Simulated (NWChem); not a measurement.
System: SiNH$_{4}$OF; SMILES N[Si@H](O)F

Input file for NWChem:

```
start job
memory heap 200 mb stack 900 mb global 1100 mb
geometry units angstroms
  N      1.608636    -0.048949    -0.346672
  Si     0.047762    -0.111259     0.341252
  O     -0.896602    -1.224890    -0.365262
  F     -0.617997     1.328969     0.060175
  H      1.777123     0.570342    -1.122054
  H      2.145262    -0.892757    -0.442098
  H      0.114711    -0.269249     1.778281
  H     -1.841577    -1.234238    -0.241676
end
basis spherical
  * library def2-svp
end
dft
  xc pbe0
  iterations 150
end
driver
  maxiter 120
end
task dft optimize
task dft freq
```

The level has its own optimisation; frequencies are unscaled.

**Question.** Predict the main results of this run. (PBE0/def2-SVP.) Quantities: r N–Si (Å); r H–N (Å); r O–Si (Å); r F–Si (Å); highest harmonic frequency (cm⁻¹); lowest (cm⁻¹); zero-point energy (kcal/mol); dipole (D).

**Answer.** 
```
Quantity                           Value
---------------------------------  -----
r N–Si (Å)                         1.695
r H–N (Å)                          1.012
r O–Si (Å)                         1.652
r F–Si (Å)                         1.632
highest harmonic frequency (cm⁻¹)   3938
lowest (cm⁻¹)                        194
zero-point energy (kcal/mol)        32.8
dipole (D)                          0.88
```
